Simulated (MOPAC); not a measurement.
A run for MOPAC: PM3 on CH5GaO (SMILES [CH3][GaH][OH]), a point of a bond scan (R = 1.884 Å).

```
PM3 1SCF PRECISE CHARGE=0 THREADS=1
CH5GaO

Ga    -0.20387702 1    -0.20087746 1    -0.18794731 1
H     -1.30811200 1    -1.37770694 1    -1.16077464 1
C      0.23367618 1     1.68484976 1    -0.52349908 1
H      0.71008193 1     1.79959260 1    -1.49873918 1
H      0.90792671 1     2.05496810 1     0.24752430 1
H     -0.67239606 1     2.29332646 1    -0.52678867 1
O      0.58916424 1    -0.88060294 1     1.28534330 1
H      0.38327687 1    -1.80339226 1     1.46125511 1
```

Program output:

```
*******************************************************************************
 **                                                                           **
 **                              MOPAC v23.2.5                                **
 **                                                                           **
 *******************************************************************************
 ** MOPAC's Digital Object Identifier: https://doi.org/10.5281/zenodo.6511958 **
 **                                                                           **
 ** Please cite the open-source release paper for use of this MOPAC version:  **
 ** J. E. Moussa and J. J. P. Stewart (2026)                                  **
 ** MOPAC: An open-source semiempirical molecular orbital program             **
 ** J. Open Source Softw., 11(119), 8025, https://doi.org/10.21105/joss.08025 **
 *******************************************************************************

                              PM3 CALCULATION RESULTS

 *******************************************************************************
 *  PM3        - The PM3 Hamiltonian to be used
 *
 *
 *
 *                 CHARGE ON SYSTEM = 0
 *
 *
 *
 *  PRECISE    - TIGHTER CRITERIA TO BE USED
 *  1SCF       - DO 1 SCF AND THEN STOP
 *  THREADS=1  - MULTI-THREADING NOT USED
 *  T=         - A TIME OF 172800.0 SECONDS REQUESTED
 *  DUMP=N     - RESTART FILE WRITTEN EVERY 7200.0 SECONDS REQUESTED
 *******************************************************************************
PM3 1SCF PRECISE CHARGE=0 THREADS=1
 CH5GaO

   ATOM   CHEMICAL          X               Y               Z
  NUMBER   SYMBOL      (ANGSTROMS)     (ANGSTROMS)     (ANGSTROMS)

     1      Ga         -0.20387702  *  -0.20087746  *  -0.18794731  *
     2       H         -1.30811200  *  -1.37770694  *  -1.16077464  *
     3       C          0.23367618  *   1.68484976  *  -0.52349908  *
     4       H          0.71008193  *   1.79959260  *  -1.49873918  *
     5       H          0.90792671  *   2.05496810  *   0.24752430  *
     6       H         -0.67239606  *   2.29332646  *  -0.52678867  *
     7       O          0.58916424  *  -0.88060294  *   1.28534330  *
     8       H          0.38327687  *  -1.80339226  *   1.46125511  *



          CARTESIAN COORDINATES

    NO.       ATOM           X           Y           Z

     1        Ga         -0.2039     -0.2009     -0.1879
     2         H         -1.3081     -1.3777     -1.1608
     3         C          0.2337      1.6848     -0.5235
     4         H          0.7101      1.7996     -1.4987
     5         H          0.9079      2.0550      0.2475
     6         H         -0.6724      2.2933     -0.5268
     7         O          0.5892     -0.8806      1.2853
     8         H          0.3833     -1.8034      1.4613

  H: (PM3): J. J. P. STEWART, J. COMP. CHEM. 10, 209 (1989).
  C: (PM3): J. J. P. STEWART, J. COMP. CHEM. 10, 209 (1989).
  O: (PM3): J. J. P. STEWART, J. COMP. CHEM. 10, 209 (1989).
 Ga: (PM3): J. J. P. STEWART, J. COMP. CHEM. 12, 320-341 (1991).

           Empirical Formula: C H5 O Ga  =     8 atoms



      MOLECULAR POINT GROUP   :   Cs


      RHF CALCULATION, NO. OF DOUBLY OCCUPIED LEVELS = 9


 -------------------------------------------------------------------------------
 PM3 1SCF PRECISE CHARGE=0 THREADS=1
 CH5GaO



     1SCF WAS SPECIFIED, SO BFGS WAS NOT USED
     SCF FIELD WAS ACHIEVED


                              PM3 CALCULATION
                                                       MOPAC v23.2.5 Linux




          FINAL HEAT OF FORMATION =         12.15762 KCAL/MOL =      50.86748 KJ/MOL


          COSMO AREA              =        102.99 SQUARE ANGSTROMS
          COSMO VOLUME            =         84.25 CUBIC ANGSTROMS

          IONIZATION POTENTIAL    =         10.025286 EV
          HOMO LUMO ENERGIES (EV) =        -10.025 -1.932
          NO. OF FILLED LEVELS    =          9
          MOLECULAR WEIGHT        =        102.7849         POINT GROUP:  Cs

          MOLECULAR DIMENSIONS (Angstroms)

            Atom       Atom       Distance
            H     8    H     6     4.67438
            H     5    H     2     3.87724
            H     4    H     8     1.72137


          SCF CALCULATIONS        =          1





   ATOM   CHEMICAL          X               Y               Z
  NUMBER   SYMBOL      (ANGSTROMS)     (ANGSTROMS)     (ANGSTROMS)

     1      Ga         -0.20387702  *  -0.20087746  *  -0.18794731  *
     2       H         -1.30811200  *  -1.37770694  *  -1.16077464  *
     3       C          0.23367618  *   1.68484976  *  -0.52349908  *
     4       H          0.71008193  *   1.79959260  *  -1.49873918  *
     5       H          0.90792671  *   2.05496810  *   0.24752430  *
     6       H         -0.67239606  *   2.29332646  *  -0.52678867  *
     7       O          0.58916424  *  -0.88060294  *   1.28534330  *
     8       H          0.38327687  *  -1.80339226  *   1.46125511  *

                             CARTESIAN COORDINATES

   1   Ga       -0.203877020    -0.200877460    -0.187947310
   2    H       -1.308112000    -1.377706940    -1.160774640
   3    C        0.233676180     1.684849760    -0.523499080
   4    H        0.710081930     1.799592600    -1.498739180
   5    H        0.907926710     2.054968100     0.247524300
   6    H       -0.672396060     2.293326460    -0.526788670
   7    O        0.589164240    -0.880602940     1.285343300
   8    H        0.383276870    -1.803392260     1.461255110


           Empirical Formula: C H5 O Ga  =     8 atoms



      MOLECULAR POINT GROUP   :   Cs


                  EIGENVALUES
 -34.53629 -29.61773 -16.51632 -15.03517 -14.39270 -14.16398 -11.28984 -10.51054
 -10.02529  -1.93176  -1.22521  -0.88107  -0.16506   3.70289   3.77686   4.04285
   5.59869


              NET ATOMIC CHARGES AND DIPOLE CONTRIBUTIONS

  ATOM NO.   TYPE          CHARGE      No. of ELECS.   s-Pop       p-Pop
    1         Ga           0.650796        2.3492     1.24169     1.10751
    2          H          -0.106319        1.1063     1.10632
    3          C          -0.260308        4.2603     1.16415     3.09616
    4          H           0.058226        0.9418     0.94177
    5          H           0.068590        0.9314     0.93141
    6          H           0.058226        0.9418     0.94177
    7          O          -0.654408        6.6544     1.80495     4.84946
    8          H           0.185195        0.8148     0.81480
 DIPOLE           X         Y         Z       TOTAL
 POINT-CHG.    -1.463     0.955    -2.565     3.104
 HYBRID         0.346    -0.277     0.633     0.773
 SUM           -1.117     0.677    -1.933     2.333


          ATOMIC ORBITAL ELECTRON POPULATIONS

     Atom    s        px        py        pz
    1 Ga   1.24169   0.35163   0.49209   0.26379
    2  H   1.10632
    3  C   1.16415   1.02246   1.05400   1.01971
    4  H   0.94177
    5  H   0.93141
    6  H   0.94177
    7  O   1.80495   1.77933   1.30961   1.76052
    8  H   0.81480

 **********************
 *                    *
 * JOB ENDED NORMALLY *
 *                    *
 **********************




 == MOPAC DONE ==
```

The run finished.

Cost: about 0.03 core-seconds (a rough figure).
